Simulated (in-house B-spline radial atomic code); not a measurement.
Configurations of Ce⁶⁺, with energies counted from [Kr] 4d10 5s2 5p4. All numbers are computed (scalar-relativistic (X2C) HSE06, spin-polarised, spherical fractional occupations, exact exchange averaged over the configuration; Fermi nucleus of rms radius 4.8771 fm) with a B-spline radial code for spherical atoms, not measured. Shells without spins written out take the highest spin.

Occupations are held fixed; configurations that lie above the ionisation limit could autoionise.

```json
{"configuration": "[Kr] 4d10 5s1 5p4 5d1", "E - E(ref) (eV)": "44.875", "highest orbital": "5d up", "its <r> (bohr)": "1.869"}
{"configuration": "[Kr] 4d10 5s2 5p3 5f1", "E - E(ref) (eV)": "51.435", "highest orbital": "5f up", "its <r> (bohr)": "2.649"}
{"configuration": "[Kr] 4d9 5s2 5p4 6d1", "E - E(ref) (eV)": "161.14", "highest orbital": "6d up", "its <r> (bohr)": "3.542"}
{"configuration": "[Ar] 3d9 4s2 4p6 4d10 5s2 5p4 6p1", "E - E(ref) (eV)": "931.91", "highest orbital": "6p up", "its <r> (bohr)": "2.94"}
```

Task: Order these further configurations by energy, lowest first.
A. [Ar] 3d9 4s2 4p6 4d10 5s2 5p4 6s1
B. [Ar] 3d9 4s2 4p6 4d10 5s2 5p4 6d1
C. [Kr] 4d9 5s2 5p4 6s1
D. [Kr] 4d9 5s2 5p4 6p1
E. [Kr] 4d9 5s2 5p4 5f1

Result: C (143.26 eV), D (150.65 eV), E (156.82 eV), A (924.5 eV), B (942.41 eV).
